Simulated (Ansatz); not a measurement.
Reaction (redistribution): `[CH3][GeH2][AlH][C]#N` + `BCCl` → `B[CH2][GeH2][CH3]` + `N#[C][AlH][Cl]`

Gas-phase electronic energies from Ansatz, PBE0-D4/def2-TZVP geometries. CCSD(T)/CBS is the MP2 limit (def2-TZVPP, def2-QZVPP) plus CCSD(T) − MP2 in def2-TZVPP, frozen cores. This one scheme is used for every species. DFT in def2-TZVPP. B3LYP here is the variant with VWN-RPA as its local correlation; programs differ in this. For Ge outer-core shells are correlated without core-valence functions, which leaves a few kJ/mol of doubt a bond. Scalar relativity is left out up to krypton. One conformer a species, not always the lowest.

`[CH3][GeH2][AlH][C]#N`:

```xyz
11

C    -0.759    1.582   -0.295
Ge    0.851    0.524   -0.654
Al    0.713   -1.770    0.249
C    -0.784   -2.125    1.440
N    -1.692   -2.269    2.139
H    -0.947    1.630    0.778
H    -1.625    1.129   -0.778
H    -0.632    2.595   -0.678
H     2.078    1.225   -0.029
H     1.116    0.472   -2.175
H     1.682   -2.992    0.003
```

`BCCl`:

Cartesian coordinates in Å:
```
B -0.815 -0.021 0.462
C 0.564 0.076 -0.236
Cl 0.790 -0.899 -1.712
H -0.964 0.636 1.453
H -1.701 -0.707 0.056
H 1.353 -0.205 0.471
H 0.772 1.121 -0.494
```

`B[CH2][GeH2][CH3]`:

```xyz
13

B    -1.153    1.204   -1.179
C    -0.832   -0.282   -1.098
Ge    0.865   -0.027   -0.052
C     0.638   -0.791    1.727
H    -1.738    1.749   -0.284
H    -0.747    1.871   -2.088
H    -1.458   -0.906   -0.460
H    -0.550   -0.796   -2.015
H     1.191    1.479    0.070
H     2.012   -0.692   -0.832
H     0.438   -1.860    1.655
H     1.536   -0.639    2.326
H    -0.203   -0.309    2.229
```

`N#[C][AlH][Cl]`:

Cartesian coordinates in Å:
```
N -0.376 0.686 2.296
C -0.208 0.331 1.211
Al 0.057 -0.308 -0.586
Cl 0.811 1.072 -1.941
H -0.284 -1.781 -0.979
```

```csv
level,ΔE (eV),difference from CCSD(T)/CBS
PBE-D4,-2.07,0.19
r2SCAN-D4,-2.24,0.02
PBE0-D4,-2.13,0.13
B3LYP-D4,-2.14,0.12
ωB97X-V,-2.16,0.10
ωB97M-V,-2.24,0.02
B2PLYP,-2.22,0.04
PBE,-2.04,0.22
r2SCAN,-2.23,0.03
PBE0,-2.11,0.15
B3LYP,-2.10,0.16
HF/def2-TZVPP,-2.17,0.09
MP2/def2-TZVPP,-2.40,-0.14
SCS-MP2/def2-TZVPP,-2.31,-0.05
CCSD/def2-TZVPP,-2.25,0.01
CCSD(T)/def2-TZVPP,-2.27,-0.01
HF/def2-QZVPP,-2.17,0.09
MP2/def2-QZVPP,-2.40,-0.14
SCS-MP2/def2-QZVPP,-2.31,-0.05
HF/CBS(def2),-2.17,0.09
MP2/CBS(def2),-2.39,-0.13
CCSD/CBS(def2),-2.24,0.02
CCSD(T)/CBS,-2.26,0
```

Largest T1 diagnostic among the species: 0.012.

In def2-TZVPP, CCSD(T) changes the Hartree–Fock value by −0.10 eV (the triples alone add −0.01 eV) and MP2 by −0.23 eV. From PBE to PBE0 (25 % exact exchange), in def2-TZVPP and without D4, ΔE moves by −0.07 eV. The D4 term adds −0.03 eV with B3LYP and −0.02 eV with PBE0; it sums over pairs of atoms, weighted by their polarisabilities, and B3LYP, whose exchange is more repulsive, gets the larger term.
